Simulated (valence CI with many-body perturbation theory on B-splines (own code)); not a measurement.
# Lu66+: key properties

Computed by configuration interaction combined with many-body perturbation theory (CI+MBPT): three valence electrons over a frozen Dirac-Fock core [He], a basis of 9 s, 9 p, 8 d, 6 f, 3 g, 1 h functions for each j, with the one-electron correlation potential Σ1 (screened to all orders), the two-electron term Σ2, the three-electron term Σ3, Breit, model QED; selected single and double excitations, second order for the rest, scaled by the run's own slope (own B-spline code, finite nucleus).

The last digits are not significant, and no measured levels were compared; by estimate large intervals hold to a few tenths of a per cent, small ones and those within an open d or f shell to about a per cent.

Levels are named by their leading jj configuration (3d3/2^4 stands for four electrons in 3d with j = 3/2), which in mixed levels can hold well under half, so a name can repeat and another be missing.

Rates and lifetimes use the calculated energies. Strong lines usually hold to 10 to 20 %, long lifetimes can be off by a factor of two.

What is the ground level?

(2s^2 2p1/2) J=1/2, composition 100 % 2s²2p ²P°, g = 0.620.

What is the ionisation energy?

17112 eV; NIST lists 17120 ± 40 eV (theoretical).

Where does the other parity begin?

At (2s 2p1/2^2) J=1/2, 18.56 Ry.

What are the static dipole polarisabilities of the lowest levels?

(2s^2 2p1/2) J=1/2 0.000187 bohr³, of which the core gives 2.66e-07.

Name the longest-lived excited levels whose lifetime is computed, and their main decay.

(2s 2p1/2 2p3/2) J=5/2 at 105.01 Ry lives 126 ps, mostly by E1 to (2s^2 2p3/2) J=3/2; (2s 2p1/2^2) J=1/2 at 18.56 Ry lives 45.2 ps, mostly by E1 to (2s^2 2p1/2) J=1/2; (2s^2 2p3/2) J=3/2 at 89.05 Ry lives 32.8 ps, mostly by E1 to (2s 2p1/2^2) J=1/2.

How well does LS coupling describe the low levels?

Among the lowest 20 levels the leading LS term, summed over configurations, holds 76 % on average. For single configurations the figures are 76 % in LS and 99 % in jj coupling. Terms mix most in the J = 3/2 level at 129.52 Ry, where the leading one holds 49 %.

Among levels below 786.96 Ry, which E1 lines absorb most strongly from the ground level?

to (2s^2 3d3/2) J=3/2 at 0.1222 nm, f = 0.560; to (2s 2p1/2 3p1/2) J=3/2 at 0.1250 nm, f = 0.201; to (2s 2p1/2 2p3/2) J=3/2 at 0.8269 nm, f = 0.159.
